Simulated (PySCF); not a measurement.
## Calculated NMR data

No solvent, fast rotation and ring inversion assumed for equivalent nuclei, no relativistic terms, one computed conformer. Structure optimised with GFN2-xTB; GIAO PBE0/pcSseg-1 shieldings; PySCF 2.14.0 with density-fitted response routines.

δ = σ(ref) − σ, references computed at the same level: ¹H (σ = 31.72 ppm), ¹³C (σ = 186.93 ppm) vs TMS. Splittings of carbon signals by F and P are missing where no couplings were computed. Where no couplings were computed, multiplicities follow the n + 1 count of equivalent neighbours, and m marks all less simple cases (inequivalent or close neighbours, rings, F or P nearby). Shifts are as computed. Against solution values, carbons near 30 ppm lie about +3 ppm off and those near 130 ppm about +5 ppm. Of 1309 compounds with measured shifts, 239 miss one by over three times the rms of a fit or turn the order of signals round; such compounds aren't used in these exercises. OH and NH positions are gas-phase values without hydrogen bonding to other molecules.

**1.** SMILES C[C@@H](F)[C@H]1CC[Si@@H]1C, C$_{6}$H$_{13}$FSi. ¹H NMR (400 MHz, computed): δ 4.97 (m, 1H), 4.66 (m, 1H), 2.18 (m, 1H), 1.86 (m, 1H), 1.48 (m, 1H), 1.32 (m, 1H), 1.30 (m, 1H), 1.23 (m, 3H), 0.39 (d, 3H). ¹³C{¹H} NMR (computed): δ 97.2, 41.6, 23.3, 22.8, 11.3, -1.3.

**2.** SMILES Nc1cccc2c1CC2, C$_{8}$H$_{9}$N. ¹H NMR (400 MHz, computed): δ 7.32 (m, 1H), 6.69 (d, 1H), 6.59 (d, 1H), 3.31 (br s, 2H), 3.19 (m, 2H), 3.09 (m, 2H). ¹³C{¹H} NMR (computed): δ 152.3 (C), 146.0 (C), 134.3 (CH), 129.6 (C), 116.7 (CH), 116.0 (CH), 30.0 (CH2), 27.8 (CH2).
